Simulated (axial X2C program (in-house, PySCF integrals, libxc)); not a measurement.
## RhH: cheaper levels and CCSD(T), 2c

Calculated with an in-house relativistic program for diatomic molecules. Two-component (2c) means X2C with spin–orbit coupling and atomic mean-field two-electron Coulomb and Gaunt terms. Basis: Rh dyall-cv3z [12s12p8d5f3g], H dyall-v3z [6s2p1d] (cores contracted in-house); Gaussian nuclei, density fitting, unrestricted open shells. Masses: Rh 102.906 u, H 1.008 u.

State: Ω = 3 (⟨Sz⟩ = 0.99, ⟨Lz⟩ = 2.01 at HF); fragments Rh + H.

```csv
level,Re (Å),ωe (cm⁻¹)
PBE0,1.553,2005.0
HF,1.661,1636.5
MP2,1.518,2043.0
CCSD,1.560,1954.7
B3LYP,1.561,1983.2
```

Correlated methods: 10 electrons correlated (number of frozen shells: Rh 4 s, 3 p, 1 d; H none), 212 virtual spin orbitals or spinors in MP2, 90 natural virtuals in coupled cluster.

CCSD(T), same Hamiltonian and basis:

Re = 1.554 Å, ωe = 1981.5 cm⁻¹; T1 = 0.038 (Lee–Taylor normalisation).

Problem. Give the differences from CCSD(T) in the columns below.

Solution. 

```csv
level,ΔRe (Å),Δωe (cm⁻¹)
PBE0,-0.001,24
HF,0.107,-345
MP2,-0.036,62
CCSD,0.006,-27
B3LYP,0.007,2
```

One determinant describes the state; a PBE0 search over occupations chose it and may have missed a lower one. De is not given where an atomic determinant may have missed its ground term or J level, or where the truncated virtual space spoils (T). Density functionals use the spin component along the axis (collinear). CCSD and (T) use frozen natural virtuals with an MP2 correction for the truncation; (T) itself is uncorrected, so its De runs slightly low. Other states lie close and PBE0, whose exact exchange favours high spin, may order them wrongly; the determinant shown need not be the ground state. The nearest other 2c determinant of the search, Ω = 1, lies 0.26 eV up at the distance of the search. Without a current term, density functionals place determinants with orbital angular momentum somewhat too high. With several unpaired electrons one determinant need not be a pure state.
